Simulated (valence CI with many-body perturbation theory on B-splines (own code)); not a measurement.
Rb³⁰⁺: E2, M1, M2 decay

Calculated by configuration interaction combined with many-body perturbation theory (CI+MBPT): five valence electrons over a frozen Dirac-Fock core [He], a basis of 11 s, 11 p, 10 d, 8 f, 5 g, 2 h functions for each j, with the one-electron correlation potential Σ1 (screened to all orders), the two-electron term Σ2, the three-electron term Σ3, Breit, model QED; selected single and double excitations, second order for the rest, scaled by the run's own slope (own B-spline code, finite nucleus).

No measured spectrum was set against this ion. As an estimate, large intervals hold to a few tenths of a per cent, small ones and those within an open d or f shell to about a per cent. Among the levels kept, up to 5300 cm⁻¹ of a level comes from second order outside the variational space, and about a tenth of that is noise between levels of different J, which matters for small intervals.

Lines 1 to 50 of 63 in falling wavelength, among levels below 179.57 Ry, chosen from the decays that carry over 1 % of a level's rate. Wavelengths and rates use the calculated energies. Electric multipoles are in the length gauge with retardation, E1 and E2 with the static RPA response of the core. M1 uses the relativistic operator with retardation. S is in atomic units (e²a₀⁴ for E2 and M2, e²a₀⁶ for E3), for M1 in squared Bohr magnetons. Weak lines are less certain than strong ones. Lines between different terms over intervals too small for the method are left out, as are lines whose strength nearly cancels.

Levels are named by their leading jj configuration (3d3/2^4 stands for four electrons in 3d with j = 3/2), which in mixed levels can hold well under half, so a name can repeat and another be missing. Letters in brackets count levels of one name in rising energy.

| λ vac (Å) | Upper | Lower | Type | A (s⁻¹) | S (a.u.) |
| --- | --- | --- | --- | --- | --- |
| 932.5 | (2s^2 2p1/2 2p3/2^2) J=5/2 | (2s^2 2p1/2 2p3/2^2) J=3/2 | M1 | 6.98e+03 | 1.26e+00 |
| 233.0 | (2s^2 2p3/2^3) J=3/2 | (2s^2 2p1/2 2p3/2^2) J=1/2 | M1 | 4.17e+05 | 7.83e-01 |
| 229.0 | (2s^2 2p1/2 2p3/2^2) J=3/2 | (2s^2 2p1/2^2 2p3/2) J=3/2 | M1 | 1.78e+06 | 3.18e+00 |
| 183.8 | (2s^2 2p1/2 2p3/2^2) J=5/2 | (2s^2 2p1/2^2 2p3/2) J=3/2 | M1 | 3.23e+05 | 4.47e-01 |
| 175.7 | (2s^2 2p3/2^3) J=3/2 | (2s^2 2p1/2 2p3/2^2) J=5/2 | M1 | 8.73e+05 | 7.02e-01 |
| 147.9 | (2s^2 2p3/2^3) J=3/2 | (2s^2 2p1/2 2p3/2^2) J=3/2 | M1 | 3.99e+06 | 1.91e+00 |
| 146.2 | (2s^2 2p1/2 2p3/2^2) J=1/2 | (2s^2 2p1/2^2 2p3/2) J=3/2 | M1 | 2.08e+06 | 4.83e-01 |
| 89.84 | (2s^2 2p3/2^3) J=3/2 | (2s^2 2p1/2^2 2p3/2) J=3/2 | M1 | 1.03e+05 | 1.10e-02 |
| 6.523 | (2s^2 2p1/2 2p3/2 3d5/2) J=9/2 | (2s 2p1/2 2p3/2^3) J=5/2 | E2 | 1.28e+08 | 1.35e-05 |
| 6.312 | (2s^2 2p3/2^2 3d5/2) J=9/2 | (2s 2p1/2 2p3/2^3) J=5/2 | E2 | 1.51e+08 | 1.35e-05 |
| 6.155 | (2s^2 2p1/2 2p3/2 3p1/2) J=3/2 | (2s^2 2p1/2 2p3/2^2) J=1/2 | E2 | 2.78e+09 | 8.78e-05 |
| 6.131 | (2s^2 2p1/2 2p3/2 3p1/2) J=5/2 | (2s^2 2p1/2 2p3/2^2) J=1/2 | E2 | 4.30e+09 | 2.00e-04 |
| 6.121 | (2s 2p1/2 2p3/2^2 3p3/2) J=9/2 | (2s 2p1/2 2p3/2^3) J=5/2 | E2 | 2.37e+09 | 1.82e-04 |
| 6.115 | (2s^2 2p1/2 2p3/2 3p1/2) J=1/2 | (2s^2 2p1/2 2p3/2^2) J=5/2 | E2 | 8.17e+09 | 1.25e-04 |
| 6.094 | (2s 2p1/2^2 2p3/2 3p3/2) J=7/2 | (2s 2p1/2^2 2p3/2^2) J=5/2 | E2 | 3.88e+09 | 2.33e-04 |
| 6.079 | (2s^2 2p1/2 2p3/2 3p1/2) J=5/2 | (2s^2 2p1/2 2p3/2^2) J=5/2 | E2 | 1.63e+10 | 7.25e-04 |
| 6.075 | (2s^2 2p1/2 2p3/2 3p1/2) J=1/2 | (2s^2 2p1/2 2p3/2^2) J=3/2 | E2 | 1.14e+10 | 1.69e-04 |
| 6.075 | (2s^2 2p1/2^2 3p1/2) J=1/2 | (2s^2 2p1/2^2 2p3/2) J=3/2 | E2 | 2.85e+10 | 4.21e-04 |
| 6.069 | (2s^2 2p3/2^2 3p1/2) J=5/2 | (2s^2 2p3/2^3) J=3/2 | E2 | 1.86e+10 | 8.21e-04 |
| 6.062 | (2s^2 2p1/2 2p3/2 3p1/2) J=3/2 | (2s^2 2p1/2 2p3/2^2) J=3/2 | E2 | 1.93e+10 | 5.64e-04 |
| 6.060 | (2s^2 2p1/2 2p3/2 3p3/2) J=3/2 [c] | (2s^2 2p1/2 2p3/2^2) J=1/2 | E2 | 7.42e+09 | 2.17e-04 |
| 6.056 | (2s^2 2p1/2 2p3/2 3p3/2) J=5/2 [a] | (2s^2 2p1/2 2p3/2^2) J=5/2 | E2 | 3.33e+09 | 1.45e-04 |
| 6.049 | (2s^2 2p3/2^2 3p3/2) J=5/2 | (2s^2 2p3/2^3) J=3/2 | E2 | 1.05e+10 | 4.56e-04 |
| 6.048 | (2s^2 2p1/2 2p3/2 3p3/2) J=1/2 [a] | (2s^2 2p1/2 2p3/2^2) J=5/2 | E2 | 2.59e+09 | 3.74e-05 |
| 6.048 | (2s^2 2p3/2^2 3p3/2) J=1/2 | (2s^2 2p3/2^3) J=3/2 | E2 | 1.07e+10 | 1.54e-04 |
| 6.046 | (2s^2 2p3/2^2 3p3/2) J=7/2 | (2s^2 2p3/2^3) J=3/2 | E2 | 4.75e+09 | 2.74e-04 |
| 6.043 | (2s^2 2p1/2 2p3/2 3p3/2) J=5/2 [b] | (2s^2 2p1/2 2p3/2^2) J=1/2 | E2 | 7.75e+09 | 3.35e-04 |
| 6.043 | (2s^2 2p1/2 2p3/2 3p3/2) J=3/2 [a] | (2s^2 2p1/2 2p3/2^2) J=5/2 | E2 | 1.79e+10 | 5.16e-04 |
| 6.040 | (2s^2 2p1/2 2p3/2 3p1/2) J=5/2 | (2s^2 2p1/2 2p3/2^2) J=3/2 | E2 | 4.45e+09 | 1.92e-04 |
| 6.029 | (2s^2 2p3/2^2 3d5/2) J=9/2 | (2s 2p1/2^2 2p3/2^2) J=5/2 | E2 | 1.68e+08 | 1.20e-05 |
| 6.024 | (2s^2 2p1/2 2p3/2 3p3/2) J=7/2 | (2s^2 2p1/2 2p3/2^2) J=5/2 | E2 | 8.31e+09 | 4.71e-04 |
| 6.017 | (2s^2 2p1/2 2p3/2 3p3/2) J=5/2 [a] | (2s^2 2p1/2 2p3/2^2) J=3/2 | E2 | 6.14e+09 | 2.59e-04 |
| 6.009 | (2s^2 2p1/2 2p3/2 3p3/2) J=3/2 [c] | (2s^2 2p1/2 2p3/2^2) J=5/2 | E2 | 6.20e+09 | 1.74e-04 |
| 6.009 | (2s^2 2p1/2 2p3/2 3p3/2) J=1/2 [a] | (2s^2 2p1/2 2p3/2^2) J=3/2 | E2 | 1.12e+10 | 1.57e-04 |
| 6.006 | (2s^2 2p1/2^2 3p3/2) J=3/2 | (2s^2 2p1/2^2 2p3/2) J=3/2 | E2 | 1.54e+10 | 4.31e-04 |
| 5.998 | (2s^2 2p3/2^2 3p1/2) J=1/2 | (2s^2 2p3/2^3) J=3/2 | E2 | 1.06e+10 | 1.47e-04 |
| 5.994 | (2s^2 2p1/2 2p3/2 3p3/2) J=3/2 [b] | (2s^2 2p1/2 2p3/2^2) J=3/2 | E2 | 5.62e+09 | 1.55e-04 |
| 5.985 | (2s^2 2p1/2 2p3/2 3p3/2) J=7/2 | (2s^2 2p1/2 2p3/2^2) J=3/2 | E2 | 8.15e+08 | 4.47e-05 |
| 5.969 | (2s^2 2p1/2 2p3/2 3p3/2) J=1/2 [b] | (2s^2 2p1/2 2p3/2^2) J=5/2 | E2 | 2.70e+10 | 3.66e-04 |
| 5.954 | (2s 2p1/2^2 2p3/2 3d5/2) J=9/2 | (2s 2p1/2^2 2p3/2^2) J=5/2 | M2 | 2.18e+08 | 1.45e-05 |
| 5.931 | (2s^2 2p1/2 2p3/2 3p3/2) J=1/2 [b] | (2s^2 2p1/2 2p3/2^2) J=3/2 | E2 | 1.32e+10 | 1.72e-04 |
| 5.906 | (2s 2p1/2 2p3/2^2 3p1/2) J=7/2 [a] | (2s 2p1/2^2 2p3/2^2) J=5/2 | E2 | 1.15e+10 | 5.90e-04 |
| 5.884 | (2s^2 2p1/2 2p3/2 3p1/2) J=5/2 | (2s^2 2p1/2^2 2p3/2) J=3/2 | E2 | 1.25e+09 | 4.71e-05 |
| 5.878 | (2s^2 2p1/2 2p3/2 3d5/2) J=9/2 | (2s^2 2p1/2 2p3/2^2) J=5/2 | M2 | 2.15e+08 | 1.35e-05 |
| 5.863 | (2s^2 2p1/2 2p3/2 3p3/2) J=5/2 [a] | (2s^2 2p1/2^2 2p3/2) J=3/2 | E2 | 5.36e+09 | 1.99e-04 |
| 5.856 | (2s^2 2p1/2 2p3/2 3p3/2) J=1/2 [a] | (2s^2 2p1/2^2 2p3/2) J=3/2 | E2 | 3.48e+09 | 4.28e-05 |
| 5.855 | (2s 2p1/2 2p3/2^2 3p3/2) J=9/2 | (2s 2p1/2^2 2p3/2^2) J=5/2 | E2 | 1.85e+10 | 1.14e-03 |
| 5.848 | (2s^2 2p3/2^2 3p3/2) J=5/2 | (2s^2 2p1/2 2p3/2^2) J=5/2 | E2 | 9.28e+09 | 3.40e-04 |
| 5.845 | (2s^2 2p3/2^2 3p3/2) J=7/2 | (2s^2 2p1/2 2p3/2^2) J=5/2 | E2 | 9.24e+09 | 4.50e-04 |
| 5.841 | (2s^2 2p1/2 2p3/2 3p3/2) J=3/2 [b] | (2s^2 2p1/2^2 2p3/2) J=3/2 | E2 | 5.85e+09 | 1.42e-04 |
